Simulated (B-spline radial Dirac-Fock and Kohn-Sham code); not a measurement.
# How the levels of niobium move as electrons are removed

These are calculated numbers from a radial atomic solver; the model is multi-electron Dirac-Fock with separately optimised hole states, Breit and Lamb-shift corrections added in first order. Each ion is free and in its tabulated ground configuration. No correlation.

Reference: Nb¹³⁺, [Ar] 3d10, with L2 2757.3 eV, L3 2662.8 eV, M1 747.6 eV, M2 658.0 eV, M3 641.8 eV, Kα1 (K-L3) 16621.6 eV, Kβ1 (K-M3) 18642.6 eV, Lℓ (L3-M1) 1915.3 eV. Shifts from it, in eV (a dash: the subshell is empty, belongs to an open shell averaged over j, or its hole state is left out as unreliable):

```tsv
ion	configuration	L2	L3	M1	M2	M3	Kα1	Kβ1	Lℓ
Nb¹⁴⁺	[Ar] 3d9	+60.6	+60.6	+48.2	+47.8	+47.4	-0.07	+13.06	+12.36
Nb¹⁵⁺	[Ar] 3d8	+123.6	+123.5	+97.7	+97.1	+96.2	0.00	+27.23	+25.72
Nb¹⁶⁺	[Ar] 3d7	+188.9	+188.6	+148.6	+147.6	+146.4	+0.24	+42.50	+40.08
Nb¹⁷⁺	[Ar] 3d6	+256.4	+256.1	+200.7	+199.6	+197.9	+0.65	+58.88	+55.43
Nb¹⁸⁺	[Ar] 3d5	+326.2	+325.8	+254.0	+252.8	+250.6	+1.25	+76.38	+71.77
Nb¹⁹⁺	[Ar] 3d4	+398.2	+397.7	+308.6	+307.4	+304.7	+2.05	+95.00	+89.09
Nb²⁰⁺	[Ar] 3d3	+472.5	+471.8	+364.4	+363.2	+360.1	+3.08	+114.75	+107.39
```

Over this range L2 (2p1/2) moves by +472.5 eV and Kα1 by +3.1 eV: a line is a difference of two levels that shift in the same direction.
